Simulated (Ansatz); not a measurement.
These are frozen-core CCSD(T)/cc-pVTZ // B3LYP-D3(BJ)/def2-TZVP (Ansatz, a first-principles code) values and carry that method's errors. The geometry is that of the parent before the electron was removed.

Ansatz 0.2 input:
```yaml
crystal:
  periodic: [false, false, false]
  atoms:
    - { symbol: B, position_ang: [-1.547649, -0.101895, 0.07614] }
    - { symbol: C, position_ang: [-0.081604, 0.3037, -0.161269] }
    - { symbol: C, position_ang: [1.300511, -0.178851, 0.088501] }
    - { symbol: O, position_ang: [-0.358402, 1.357156, -0.736445] }
    - { symbol: H, position_ang: [-2.102124, 0.30198, 1.046254] }
    - { symbol: H, position_ang: [-2.120637, -0.698978, -0.776409] }
    - { symbol: H, position_ang: [1.440731, -0.328299, 1.162481] }
    - { symbol: H, position_ang: [2.039374, 0.52468, -0.294847] }
    - { symbol: H, position_ang: [1.429106, -1.156691, -0.383753] }
basis:
  gaussian: { orbitals: cc-pVTZ }
correlation:
  method: ccsd_t
total_charge: 1
magnetization:
  spin_polarized: true
  initial_magnetization: 1
```

Output:

```
Functional definition: HF
1088 factors; integrals over basis functions are off by at most 1.1e-3 eV
mean field evaluation 1: about -4834.6889 eV, gradient 3.3e1 eV
mean field evaluation 2: about -4834.6897 eV, gradient 3.3e1 eV
mean field evaluation 4: about -4840.2395 eV, gradient 5.2e0 eV
mean field evaluation 8: about -4841.1139 eV, gradient 6.1e-1 eV
mean field evaluation 16: about -4837.2544 eV, gradient 3.0e1 eV
mean field evaluation 32: about -4837.7359 eV, gradient 1.8e0 eV
mean field evaluation 64: about -4834.5295 eV, gradient 7.0e-4 eV
mean field evaluation 96: about -4838.7900 eV, gradient 2.6e-1 eV
mean field -4841.12921627 eV, -177.9082172628 hartree, gradient 8.2e-6 eV, S^2 0.778360; 2 other end points of the search recorded, 0 dependent functions left out
determinant -4841.12921627 eV, -177.9082172628 hartree, with singles and doubles -4858.94071934 eV, -178.5627779275 hartree
determinant -4838.79277668 eV, -177.8223546916 hartree, with singles and doubles -4856.43627613 eV, -178.4707413369 hartree
4 core orbitals not correlated
reference -4841.12921627 eV, -177.9082172628 hartree; 11, 10 occupied and 175, 176 virtual orbitals, 1088 factors
second order -16.25287632 eV of doubles, -0.00000000 eV of singles
cycle   1  -17.56325505 eV  change    -1.6e0 eV  update   2.7e-2
cycle   2  -17.60671627 eV  change   -4.3e-2 eV  update   7.5e-3
cycle   3  -17.60916964 eV  change   -2.5e-3 eV  update   4.2e-3
cycle   4  -17.61618691 eV  change   -7.0e-3 eV  update   2.8e-3
cycle   5  -17.62123408 eV  change   -5.0e-3 eV  update   1.6e-3
cycle   6  -17.62358040 eV  change   -2.3e-3 eV  update   7.2e-4
cycle   7  -17.62382532 eV  change   -2.4e-4 eV  update   2.7e-4
cycle   8  -17.62399916 eV  change   -1.7e-4 eV  update   1.5e-4
cycle   9  -17.62383982 eV  change    1.6e-4 eV  update   7.6e-5
cycle  10  -17.62382357 eV  change    1.6e-5 eV  update   3.6e-5
cycle  11  -17.62382565 eV  change   -2.1e-6 eV  update   1.5e-5
perturbative correction -0.73119963 eV, -0.0268710907 hartree
Total energy: -4859.48424155 eV, -178.5827520004 hartree
```

Cost: roughly 13 core-minutes.
